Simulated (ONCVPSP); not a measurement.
**Before and after: ONCV potential for technetium (Tc)**

technetium, optimised norm-conserving Vanderbilt (ONCV), made with ONCVPSP 4.0.1 (PBE, scalar-relativistic). Core [Ar] 3d10, reference 4s2 4p6 4d5 5s2. Waves: 4s+5s: rc 1.55 bohr, ncon 5, nbas 10, qcut 7.9 1/bohr, 2 projectors; 4p: rc 1.20 bohr, ncon 3, nbas 7, qcut 8.1 1/bohr, 3 projectors, debl 1.2 Ha; 4d: rc 2.45 bohr, ncon 3, nbas 8, qcut 6.7 1/bohr, 1 projector. Local part: polynomial inside 0.90 bohr (lpopt 5, dvloc0 0 Ha). Core correction: Teter function, fcfact 4.75, rcfact 1.7.

In the p channel the program set the typed energies aside and used -1.666, 0.250, 1.450 Ha.

Change: s: qcut 4.9.

Cutoffs: the cutoffs (Ha) at which the residual kinetic energy of the hardest occupied pseudo-wave falls to 1 and 0.1 mHa per electron; they do not see the model core or the augmentation charge, which bear on the density cutoff. Errors are all-electron minus pseudo energies relative to the spin-unpolarised reference configuration.

How do hardness, ghosts and transferability respond?

The potential gets harder (29 Ha and 67 Ha → 102 Ha and 125 Ha); of the 4 tests that both files solve, the error grows in 4 and shrinks in 0 by more than 15 % and 0.3 meV (median size 13.6 → 17.9 meV); the range in which the s phases agree narrows (upper end 2.9 → 1.8); neither file shows a bound ghost.

| quantity | base | changed |
| --- | --- | --- |
| cutoff, loose | 29 Ha | 102 Ha |
| cutoff, tight | 67 Ha | 125 Ha |
| loose cutoff by channel | s 25 Ha, p 29 Ha, d 15 Ha | s 102 Ha, p 29 Ha, d 15 Ha |
| bound ghosts | none | none |
| GHOST(+) flags under 300 eV | s at 94.0 eV | s at 69.5 eV |
| error for 4s2 4p6 4d5 5s1, meV [ΔE 8.15 eV] | -1.5 | -2.3 |
| error for 4s2 4p6 4d5 5s0, meV [ΔE 23.01 eV] | -8.5 | -14 |
| error for 4s2 4p6 4d4 5s0, meV [ΔE 51.71 eV] | -19 | -22 |
| error for 4s1 4p6 4d5 5s2, meV [ΔE 79.94 eV] | -228 | -403 |
| s: phases at 1.57 bohr within 0.05 rad from the reference energy up to (Ha; the scan ends near 5) | 2.9 | 1.8 |
| p: phases at 1.22 bohr within 0.05 rad from the reference energy up to (Ha; the scan ends near 5) | to the end of the scan | to the end of the scan |
| d: phases at 2.49 bohr within 0.05 rad from the reference energy up to (Ha; the scan ends near 5) | 0.8 | 0.8 |
| rms error of d²Exc/dni dnj with the model core, mHa | 3.66 | 4.20 |
